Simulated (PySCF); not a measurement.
CH5AlS2, SMILES [CH3][Al]([SH])[SH]. Atoms are numbered in the order given.

```xyz
9

Al     0.3601    -0.0655    -0.0246
C      2.2565    -0.4582    -0.1608
H      2.4105    -1.5373    -0.3294
H      2.7952    -0.1905     0.7617
H      2.7251     0.0760    -1.0021
S     -0.6294    -0.1848     1.9285
H     -1.8666     0.1232     1.4828
S     -0.7656     0.4680    -1.8290
H     -1.9634     0.5979    -1.2188
```

Coordinates come from a PBE0-D3(BJ)/def2-SVP optimisation. Other conformers were not sampled.

Method: PBE/pcSseg-1 in PySCF.

GIAO shieldings, no solvent; atoms alike by connectivity are averaged. δ = σ(ref) − σ: ¹³C against TMS (σ = 182.0 ppm); ¹H against TMS (σ = 31.49 ppm); ³³S against H2S (σ = 706.5 ppm), references at their B3LYP-D3(BJ)/def2-TZVP geometries, non-relativistic.

Computed chemical shifts:
```
nucleus       atoms  count  δ (ppm)
-------  ----------  -----  -------
¹³C              C2      1     -8.2
¹H           H7, H9      2     0.98
¹H       H3, H4, H5      3     0.24
³³S          S6, S8      2     60.0
```
